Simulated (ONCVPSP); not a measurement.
# Before and after: ONCV potential for strontium (Sr)

* Element: strontium
* Generator: ONCVPSP 4.0.1
* Type: optimised norm-conserving Vanderbilt (ONCV)
* Functional: PBEsol
* Relativity: scalar-relativistic
* Frozen core: [Ar] 3d10
* Valence charge: 10
* Reference configuration: 4s2 4p6 5s1.75 5p0.25
* Partial waves: 4s+5s: rc 2.15 bohr, ncon 3, nbas 7, qcut 7.1 1/bohr, 2 projectors; 4p+5p: rc 2.05 bohr, ncon 3, nbas 7, qcut 6 1/bohr, 2 projectors; d scattering state at 0.03 Ha: rc 1.65 bohr, ncon 4, nbas 8, qcut 5.3 1/bohr, 2 projectors, debl 2.8 Ha
* Local potential: polynomial inside 1.55 bohr (lpopt 5, dvloc0 0 Ha)
* Core correction: Teter function, fcfact 5.5, rcfact 1.6

In the d channel the program set the typed energies aside and used 0.050, 2.850 Ha.

Change: s: qcut 4.5; p: qcut 3.8; d: qcut 3.4.

Cutoffs: the cutoffs (Ha) at which the residual kinetic energy of the hardest occupied pseudo-wave falls to 1 and 0.1 mHa per electron; they do not see the model core or the augmentation charge, which bear on the density cutoff. Errors are all-electron minus pseudo energies relative to the spin-unpolarised reference configuration.

Q: How do hardness, ghosts and transferability respond?

A: The potential gets neither clearly harder nor softer (14 Ha and 18 Ha → 7.3 Ha and 20 Ha); the p channel sets the loose cutoff, while the largest relative change is in s, which becomes softer; of the 4 tests that both files solve, the error grows in 2 and shrinks in 0 by more than 15 % and 0.3 meV (median size 0.9 → 1.1 meV); the range in which the s phases agree narrows (upper end 5.0 → 3.0); neither file shows a bound ghost.

```csv
quantity,base,changed
"cutoff, loose",14 Ha,7.3 Ha
"cutoff, tight",18 Ha,20 Ha
loose cutoff by channel,"s 14 Ha, p 7.4 Ha","s 6.6 Ha, p 7.3 Ha"
bound ghosts,none,none
GHOST(+) flags under 300 eV,s at 181.2 eV,none
"error for 4s2 4p6 5s2 5p0, meV [ΔE -0.57 eV]",0.0,0.0
"error for 4s2 4p6 5s1 5p0, meV [ΔE 5.33 eV]",-0.4,-0.6
"error for 4s2 4p6 5s0 5p0, meV [ΔE 16.22 eV]",-2.2,-4.4
"error for 4s2 4p6 4d0.5 5s1.5 5p0, meV [ΔE 0.58 eV]",-1.3,-1.7
s: phases at 2.18 bohr within 0.05 rad from the reference energy up to (Ha; the scan ends near 5),5.0,3.0
p: phases at 2.08 bohr within 0.05 rad from the reference energy up to (Ha; the scan ends near 5),to the end of the scan,to the end of the scan
d: phases at 1.68 bohr within 0.05 rad from the reference energy up to (Ha; the scan ends near 5),to the end of the scan,to the end of the scan
"rms error of d²Exc/dni dnj with the model core, mHa",2.72,3.09
```

Changed file: The cutoffs count occupied waves only; projector 1 of the d channel, the hardest unoccupied one, needs 43 Ha at the loose tolerance.
